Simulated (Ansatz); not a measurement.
Sb(F)2(Et) (C2H5F2Sb), SMILES [CH2]([Sb]([F])[F])C.

Geometry: PBE0-D3(BJ)/def2-SVP. The structure was generated by enumeration; whether it is a known compound was not checked. The def2 effective core potentials stand for the cores of Sb; spin–orbit coupling is left out. Other conformers were not sampled.

Two levels are set side by side: PBE/def2-SVPD (Ansatz, a program for electronic structure) and PBE0/def2-SVPD (Ansatz). Energy differences of separate SCF runs at the same geometry; the states with an electron removed or added have multiplicity 2 and 2. Differences are taken from unrounded values.

| quantity | PBE0 |
|---|---|
| vertical ionisation energy (eV) | 9.74 |
| vertical singlet–triplet gap (eV) | 4.16 |

Problem. What does PBE give, and how far is it from PBE0? (Estimate from the structure and the level; the computed values follow.)

Solution. 
| quantity | PBE | PBE minus PBE0 |
|---|---|---|
| vertical ionisation energy (eV) | 9.48 | -0.27 |
| vertical singlet–triplet gap (eV) | 4.05 | -0.11 |
